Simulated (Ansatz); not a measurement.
`C=C1[SiH2]C1Br` and `C=C1[SiH2]C1O` differ in one atom or group.

Ansatz, PBE0-D4/def2-TZVP geometries, multiplicity 1. Each molecule was computed in one conformer, which needn't be the lowest.

Scalar relativity is left out up to krypton.

```tsv
property	`C=C1[SiH2]C1Br`
HOMO energy (PBE0/def2-TZVPP) / eV	-7.12
size of the dipole moment (B3LYP/def2-TZVPP) / D	2.05
HOMO–LUMO gap (PBE0/def2-TZVPP) / eV	5.61
HOMO energy (ωB97M-V/def2-TZVPP) / eV	-9.26
LUMO energy (PBE/def2-TZVPP) / eV	-2.44
size of the dipole moment (PBE/def2-TZVPP) / D	1.89
```

Task: Give the same properties after the change, and the shifts. (Best estimate.)

Result: Ansatz gave: 
```csv
property,`C=C1[SiH2]C1O`,shift
HOMO energy (PBE0/def2-TZVPP) / eV,-5.59,1.53
size of the dipole moment (B3LYP/def2-TZVPP) / D,2.41,0.36
HOMO–LUMO gap (PBE0/def2-TZVPP) / eV,3.72,-1.89
HOMO energy (ωB97M-V/def2-TZVPP) / eV,-7.37,1.89
LUMO energy (PBE/def2-TZVPP) / eV,-2.60,-0.16
size of the dipole moment (PBE/def2-TZVPP) / D,2.33,0.44
```

With PBE0 the HOMO rises by 1.53 eV and the LUMO falls by 0.36 eV, so the gap narrows by about 1.89 eV. PBE moves the HOMO by 1.18 eV and ωB97M-V by 1.89 eV. Dipoles are sizes alone; their direction can turn.

B3LYP here is the variant with VWN-RPA as its local correlation; programs differ in this.

Spin–orbit coupling is left out; it splits and shifts lone-pair levels of the heavy atoms by tenths of an eV.
